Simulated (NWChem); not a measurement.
# CH$_{3}$BeCl; SMILES [CH3][Be][Cl]

```xyz
6

Be     0.0000     0.0000     0.4935
Cl     0.0000     0.0000    -1.3198
C      0.0000     0.0000     2.1711
H     -0.8902    -0.4952     2.5816
H      0.0162     1.0185     2.5816
H      0.8739    -0.5233     2.5816
```
Atoms are numbered in this order, from 1.

Program: NWChem. Pople sets run with spherical d functions. Structure relaxed at the B3LYP/6-31G* (spherical d) level. GIAO values for the isolated, static molecule; σ is the absolute isotropic shielding, δ = σ(reference) − σ with the isolated reference molecule computed at the same levels (13C: tetramethylsilane, 1H: tetramethylsilane).

For level PBE0/pcSseg-2:

| Quantity | Result |
|---|---|
| σ Be1 (ppm) | 86.0 |
| δ C3 (ppm) | -17.7 |

Question: What are these values for level B3LYP/6-31G*?

Answer: The σ Be1 (ppm) comes out as 95.6 and the δ C3 (ppm) is -13.4.
